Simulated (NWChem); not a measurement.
System: BIF2; SMILES FB(F)I

The following NWChem deck was run.

```
start job
memory heap 200 mb stack 900 mb global 1100 mb
geometry units angstroms noautoz
  B      0.000000     0.000000     1.313693
  F      0.000000    -1.128651     1.976923
  F      0.000000     1.128651     1.976923
  I      0.000000     0.000000    -0.809351
end
basis spherical
  B library sto-3g
  F library sto-3g
  I library sto-3g
end
dft
  xc hfexch
  iterations 150
  mulliken
end
task dft energy
```

Coordinates come from a PBE0/def2-SVP (def2 core potentials past Kr) optimisation.

Question: What results follow from this input? (Hartree-Fock/STO-3G, non-relativistic.) Quantities: basis functions; energy (Ha); highest occupied level (eV); orbital gap (eV); dipole (D).

Answer: The number of basis functions is 42, the energy (Ha) is -7071.29 and the highest occupied level (eV) is -7.90. The orbital gap (eV) comes out as 15.41. The dipole (D) is 1.33.
